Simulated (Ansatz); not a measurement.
Consider the formal exchange of groups at a Ge–C bond: `C/N=[CH]\[GeH3]` + `B[CH2][AlH2]` → `B[CH2][AlH][GeH3]` + `C=NC`.

Computed with Ansatz on PBE0-D4/def2-TZVP structures; ΔE is electronic, products minus reactants. CBS: MP2 limit from def2 TZ/QZ plus the TZ coupled-cluster correction, frozen cores. For Ge outer-core shells are correlated without core-valence functions, which leaves a few kJ/mol of doubt a bond. Scalar relativity is left out up to krypton. Each species was taken in one conformer, which may not be the lowest.

```json
{"species": "`C/N=[CH]\\[GeH3]`", "SCS-MP2/def2-QZVPP energy (Eh)": "-2210.74259"}
{"species": "`B[CH2][AlH2]`", "SCS-MP2/def2-QZVPP energy (Eh)": "-308.39009"}
{"species": "`B[CH2][AlH][GeH3]`", "SCS-MP2/def2-QZVPP energy (Eh)": "-2385.44684"}
{"species": "`C=NC`", "SCS-MP2/def2-QZVPP energy (Eh)": "-133.70493"}
```

Problem. Work out ΔE.

Solution. ΔE = (-2385.44684) + (-133.70493) − (-2210.74259) − (-308.39009) = -0.01909 Eh = -50.1 kJ/mol. CCSD(T)/CBS gives -55.7 kJ/mol.

Largest T1 diagnostic among the species: 0.012.
